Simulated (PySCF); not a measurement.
CH5F2NSi2, SMILES F[SiH2]/C=N/[SiH2]F. Heavy atoms are numbered as in [F:1][SiH2:2]/[CH:3]=[N:4]/[SiH2:5][F:6]. Hydrogens are named by the atom that carries them.

The structure is a stationary point at TPSSh-D3(BJ)/def2-SVP. The structure was generated by enumeration; whether it is a known compound was not checked. One conformer was computed; it need not be the lowest.

Computed with PBE/pcSseg-1 (PySCF).

GIAO shieldings, no solvent; atoms alike by connectivity are averaged. δ = σ(ref) − σ: ¹⁹F against CFCl3 (σ = 133.6 ppm); ²⁹Si against TMS (σ = 335.4 ppm); ¹³C against TMS (σ = 182.0 ppm); ¹⁵N against NH3 (σ = 267.0 ppm); ¹H against TMS (σ = 31.49 ppm), references at their B3LYP-D3(BJ)/def2-TZVP geometries, non-relativistic.

Estimate the chemical shifts. (Estimate from the structure and the level; the computed values follow.)


```
nucleus       atoms  count  δ (ppm)
-------  ----------  -----  -------
¹⁹F              F6      1   -216.4
¹⁹F              F1      1   -245.2
²⁹Si     Si5 (SiH2)      1    -23.9
²⁹Si     Si2 (SiH2)      1    -27.3
¹³C         C3 (CH)      1    215.6
¹⁵N              N4      1    482.3
¹H          H on C3      1    10.80
¹H         H on Si5      2     5.87
¹H         H on Si2      2     5.30
```
